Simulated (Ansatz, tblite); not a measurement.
Cost and result up the ladder for the cluster Na3Sb (the lowest singlet isomer of a short search) (4 atoms). The state is a singlet with charge 0. Geometry: r2SCAN-D4/def2-TZVP.

Cartesian coordinates in Å:
```
Na -0.677 1.410 -1.754
Na -1.493 -1.700 0.638
Na 1.308 0.964 1.699
Sb 0.862 -0.674 -0.583
```

Ansatz on 4 threads of Arm Neoverse V2 on a shared host; xTB runs through tblite on one thread. Times are rough, summed over both states, and most runs start from the orbitals of an earlier one. B2PLYP/def2-TZVP serves as the yardstick here, not as an exact answer. The other state is a quintet at its own geometry, which has other bonds, so the gap mixes isomer and spin.

In the def2 sets Sb takes a core potential; there is no spin–orbit coupling. The xTB rows come from tblite. Correlated methods freeze 7 core orbitals; core or outer-core shells of Na, Sb are correlated, in sets that lack core-valence functions. The structure comes from a short search, and lower isomers may exist.

Run but left out: GFN2-xTB (tight binding far off the other levels); HF/STO-3G (singlet: restricted singlet, unstable in another Hartree–Fock run and untested here); HF/def2-TZVP (singlet: restricted singlet, unstable towards broken spin symmetry).

Correlated methods converge slowly with the basis.

xTB has no spin-polarisation term.

```
                            level  functions  wall time  quintet − singlet (eV)  difference from B2PLYP/def2-TZVP (eV)                            remarks
                         GFN1-xTB         21    0.004 s                    3.63                                   1.09                                  –
                 PBE-D4/def2-TZVP        146      4.4 s                    2.41                                  -0.13                                  –
                    MP2/def2-TZVP        146      4.4 s                    2.53                                  -0.01  restricted SCF unstable (singlet)
              revPBE-D4/def2-TZVP        146      4.5 s                    2.24                                  -0.31                                  –
                PBE0-D4/def2-TZVP        146      5.7 s                    2.26                                  -0.29                                  –
               BHLYP-D4/def2-TZVP        146        8 s                    2.26                                  -0.28                                  –
                 B2PLYP/def2-TZVP        146      8.4 s                    2.54                                   0.00                                  –
                RPA@PBE/def2-TZVP        146      8.9 s                    2.18                                  -0.36                                  –
r2SCAN-D4/def2-TZVP (with forces)        146       11 s                    2.24                                  -0.30                                  –
           CAM-B3LYP-D4/def2-TZVP        146       11 s                    2.34                                  -0.20                                  –
                ωB97X-V/def2-TZVP        146       33 s                    2.44                                  -0.11                                  –
```
